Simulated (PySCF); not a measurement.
C5H11OS: g tensor and hyperfine couplings

Compound: C₅H₁₁OS (doublet state).
SMILES with atom numbers: `[CH2:1][C@@:2]([CH3:3])([CH2:4][OH:5])[CH2:6][SH:7]` (hydrogens: H8, H9 on C1; H10, H11, H12 on C3; H13, H14 on C4; H15 on O5; H16, H17 on C6; H18 on S7)

Geometry (GFN2-xTB, Å), atoms numbered from 1 in this order:
```
atom  x, y, z in Å
C1    -0.159    0.033   -1.779
C2    -0.080    0.220   -0.315
C3    -0.358    1.676    0.068
C4    -1.137   -0.684    0.381
O5    -0.900   -2.028    0.038
C6     1.315   -0.218    0.152
S7     1.569    0.058    1.950
H8    -0.770    0.684   -2.373
H9     0.259   -0.843   -2.231
H10   -0.316    1.802    1.148
H11   -1.342    1.978   -0.279
H12    0.387    2.326   -0.385
H13   -2.138   -0.369    0.055
H14   -1.058   -0.538    1.467
H15   -1.537   -2.582    0.500
H16    2.081    0.352   -0.376
H17    1.439   -1.283   -0.037
H18    2.735   -0.579    2.004
```

The hyperfine couplings belong to this conformer and change with its torsions.

Method: UKS B3LYP, pcH-1 on C H O S, non-relativistic, mean-field spin-orbit, GIAO in PySCF 2.14.0. The structure is a single GFN2-xTB conformer in the gas phase; no vibrational or solvent corrections. GFN2-xTB frequencies show an imaginary mode (39i cm⁻¹), so this geometry is no minimum at that level. Couplings are sensitive to structure, and on GFN2-xTB geometries they can be far from those on DFT ones. The SCF solution wasn't tested for stability.

```
g1, g2, g3                      : 2.00224, 2.00252, 2.00284
g_iso                           : 2.00253
Form of g                       : rhombic: the two nearest values differ by 46 % of g3 − g1
⟨S²⟩                            : 0.7535 (exact 0.7500)
α and β electrons               : 33, 32
HOMO–LUMO gap, α and β orbitals : 6.29, 4.59 eV
Total energy                    : -670.52563 Eh
```

Isotropic coupling and dipolar principal values T1 to T3, in 10⁻⁴ cm⁻¹; ρ(0) is the spin density at the nucleus (1 × 10⁻⁴ cm⁻¹ = 2.998 MHz):

| atom | isotope | a_iso | of which spin–orbit | T1 | T2 | T3 | Mulliken spin population | ρ(0) (bohr⁻³) |
| --- | --- | --- | --- | --- | --- | --- | --- | --- |
| C1 | 13C | 31.7 | 0.0 | -27.2 | -27.0 | 54.2 | 1.08 | 0.0847 |
| C2 | 13C | -10.1 | 0.0 | -0.6 | -0.1 | 0.7 | -0.07 | -0.0269 |
| C3 | 13C | 4.0 | 0.0 | -0.6 | -0.5 | 1.0 | 0.01 | 0.0107 |
| C4 | 13C | 21.3 | 0.0 | -2.0 | -1.9 | 3.9 | 0.04 | 0.0569 |
| O5 | 17O | -0.1 | 0.0 | -0.3 | -0.1 | 0.3 | 0.00 | 0.0006 |
| C6 | 13C | 11.0 | 0.0 | -0.7 | -0.6 | 1.3 | 0.01 | 0.0294 |
| S7 | 33S | 0.9 | 0.0 | -0.3 | -0.2 | 0.5 | 0.01 | 0.0079 |
| H8 | 1H | -20.9 | 0.0 | -13.2 | 0.0 | 13.2 | -0.05 | -0.0141 |
| H9 | 1H | -20.3 | 0.0 | -13.1 | -0.1 | 13.2 | -0.05 | -0.0136 |
| H10 | 1H | 0.2 | 0.0 | -0.6 | -0.6 | 1.2 | 0.00 | 0.0001 |
| H11 | 1H | -0.5 | 0.0 | -1.0 | -0.9 | 2.0 | 0.00 | -0.0004 |
| H12 | 1H | -0.5 | 0.0 | -1.4 | -0.9 | 2.3 | 0.00 | -0.0003 |
| H13 | 1H | -1.0 | 0.0 | -1.9 | -0.7 | 2.6 | 0.00 | -0.0007 |
| H14 | 1H | 5.5 | 0.0 | -1.2 | -0.5 | 1.7 | 0.01 | 0.0037 |
| H15 | 1H | -0.1 | 0.0 | -0.7 | -0.4 | 1.1 | 0.00 | 0.0000 |
| H16 | 1H | -0.3 | 0.0 | -1.7 | -0.8 | 2.5 | 0.00 | -0.0002 |
| H17 | 1H | -0.7 | 0.0 | -1.1 | -1.0 | 2.0 | 0.00 | -0.0004 |
| H18 | 1H | 0.4 | 0.0 | -0.3 | -0.2 | 0.5 | 0.00 | 0.0002 |

The Mulliken spin populations are largest on C1 (+1.08) and C2 (-0.07). C1 is the only atom above +0.15. The positive populations add up to 1.16 and the negative ones to -0.16, together 2S = 1. The angles at C1 add up to 359.2°, so it is planar; its axial dipolar tensor and the negative couplings of its protons fit spin in a p orbital normal to that plane.

Under fast tumbling the dipolar parts average out, and these isotropic splittings remain: 2 × 1H (H8/H9, I = 1/2, 3 lines) with 2.21 mT, 1 × 1H (H14, I = 1/2, 2 lines) with 0.59 mT, 1 × 1H (H13, I = 1/2, 2 lines) with 0.11 mT, 1 × 1H (H17, I = 1/2, 2 lines) with 0.07 mT, 1 × 1H (H18, I = 1/2, 2 lines) with 0.04 mT and 3 × 1H (H10/H11/H12, I = 1/2, 4 lines) with 0.03 mT.

Nuclei that the bonding pattern makes equivalent are averaged, as if the motion that swaps them (rotation, inversion, ring flip) were fast.

The 13C coupling of C1 (95.2 MHz) shows only in satellite lines or after enrichment, since that isotope makes up about 1.07 % of natural carbon.

β density exceeds α density at some nuclei, such as C2 (-0.0269) and H8/H9 (-0.0138), spin density in bohr⁻³. In a single determinant that takes different orbitals for the two spins, that is spin polarisation.
